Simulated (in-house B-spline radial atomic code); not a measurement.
## Excitations of Ca by several methods

Full response, energies in eV; labels give the largest channel, * marks a mixed state, a dash one above the method's threshold, and an imaginary frequency an unstable closed-shell reference. Computed with a B-spline radial code for spherical atoms: linear response of the closed shell [Ar] 4s2 with each method's own kernel (bare exchange for TDHF, static screening on G0W0 levels for BSE, the adiabatic kernel for functionals); scalar-relativistic (spin-free one-electron X2C), finite nucleus, no spin-orbit coupling, no double excitations, S, P, D and F terms only; shells from n = 2 respond.

| method | 4s → 4p 3P | 4s → 3d 3D | 4s → 3d 1D | α (bohr³) |
| --- | --- | --- | --- | --- |
| TDHF | imaginary | 2.269 | 3.162 | 182.9 |
| BSE on G0W0@HF | 2.085 | 3.598 | 4.369 | 135.4 |
| LDA VWN5 | ? | ? | ? | ? |
| PBE | 1.550 | 1.188 | 1.858 | 157.4 |
| PBE0 | 1.434 | 1.550 | 2.203 | 162 |
| B3LYP (VWN-RPA) | 1.839 | 1.581 | 2.131 | 151.8 |
| CAM-B3LYP | 1.749 | 1.716 | 2.228 | 153.7 |
| LC-wPBE | 1.001 | 1.535 | 2.097 | 175.7 |
| wB97X | 2.124 | 1.952 | 2.221 | 150.7 |
| HSE06 | 1.531 | 1.488 | 2.163 | 157.9 |
| BHandHLYP | 1.733 | 1.993 | 2.535 | 157.4 |
| BLYP | ? | ? | ? | ? |
| PBEsol | 1.578 | 1.195 | 1.842 | 155.2 |
| BP86 | 1.630 | 1.127 | 1.842 | 151.9 |
| LDA exchange-only | 1.152 | 1.263 | 2.165 | 160.7 |
| B97-1 | 1.787 | 1.746 | 2.140 | 160.4 |
| RPBE | 1.375 | 1.081 | 1.805 | 165.8 |
| OLYP | 1.376 | 0.978 | 1.631 | 174 |

Question: What does BLYP give?

Answer: 4s → 4p 3P: 1.899; 4s → 3d 3D: 1.296; 4s → 3d 1D: 1.875; α: 149.3 (eV, bohr³).

Question: What does LDA VWN5 give?

Answer: 4s → 4p 3P: 1.926; 4s → 3d 3D: 1.342; 4s → 3d 1D: 1.846; α: 146.6 (eV, bohr³).

Question: How do the methods fare for 4s → 4p 3P against experiment?

Answer: The measured term average is 1.892 eV (NIST). Among the methods with a real root, errors run from -0.89 eV (LC-wPBE) to +0.23 eV (wB97X); BLYP is closest (+0.01 eV).

Question: How do the methods fare for 4s → 3d 3D against experiment?

Answer: The measured term average is 2.524 eV (NIST). Among the methods with a real root, errors run from -1.55 eV (OLYP) to +1.07 eV (BSE on G0W0@HF); TDHF is closest (-0.25 eV).
